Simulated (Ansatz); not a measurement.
`[AlH2][NH][SiH2]O[SiH3]` + `[OH][InH2]` → `O[SiH2][NH][AlH2]` + `[SiH3][O][InH2]`  (redistribution)

Calculated with Ansatz (gas phase, PBE0-D4/def2-TZVP geometries, no zero-point term in ΔE). CCSD(T)/CBS is the MP2 limit (def2-TZVPP, def2-QZVPP) plus CCSD(T) − MP2 in def2-TZVPP, frozen cores. DFT in def2-TZVPP. B3LYP here is the variant with VWN-RPA as its local correlation; programs differ in this. def2 core potentials past Kr. For In outer-core shells are correlated without core-valence functions, which leaves a few kJ/mol of doubt a bond. Each species was taken in one conformer, which may not be the lowest.

Problem. Is it downhill or uphill in electronic energy at CCSD(T)/CBS, and by how much? (Best estimate.)

Solution. The calculation gave: Nearly level: ΔE = -0.4 kcal/mol.

Problem. What do these levels give: BLYP-D4, B3LYP-D4, CAM-B3LYP-D4, ωB97M-V, r2SCAN0, HF/CBS(def2)? (Estimate.)

Solution. Computed: BLYP-D4 1.0, B3LYP-D4 0.5, CAM-B3LYP-D4 0.3, ωB97M-V -0.3, r2SCAN0 -0.7, HF/CBS(def2) -0.7 kcal/mol.

Largest T1 diagnostic among the species: 0.017.

Leaving LDA and LC-ωPBE aside and taking each functional with its dispersion term where it has one, the values, not all of them listed here, spread over 1.9 kcal/mol, from B97M-V to BLYP-D4. At CCSD(T), def2-SVP lies −1.1 kcal/mol from the extrapolated value and def2-TZVPP −0.2 kcal/mol.
